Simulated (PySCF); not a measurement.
C₄H₅FO. Atoms are numbered in the order given.

```xyz
11

O     -0.2910     2.0249     0.0000
C      0.5524     1.1620     0.0000
C      0.2429    -0.2948     0.0000
F      1.3635    -1.0772     0.0000
C     -0.9650    -0.7931     0.7506
C     -0.9650    -0.7931    -0.7506
H      1.6498     1.3863     0.0000
H     -0.8350    -1.7500     1.2623
H     -1.5574    -0.0378     1.2737
H     -0.8350    -1.7500    -1.2623
H     -1.5574    -0.0378    -1.2737
```

The structure is a stationary point at B3LYP-D3(BJ)/def2-SVP. The values are those of a single conformer.

Method: PBE0/def2-TZVP (PySCF).

Symmetry labels are those of the subgroup Cs that the program uses (full group Cs).

Computed valence orbital energies around the gap with their symmetry:
| orbital | symmetry | energy (eV) |
|---|---|---|
| HOMO−7 | A' | -13.05 |
| HOMO−6 | A' | -12.66 |
| HOMO−5 | A' | -11.90 |
| HOMO−4 | A" | -11.70 |
| HOMO−3 | A" | -10.74 |
| HOMO−2 | A' | -9.69 |
| HOMO−1 | A" | -8.52 |
| HOMO | A' | -7.78 |
| LUMO | A" | -1.17 |
| LUMO+1 | A' | 1.52 |
| LUMO+2 | A' | 1.82 |
| LUMO+3 | A" | 2.15 |
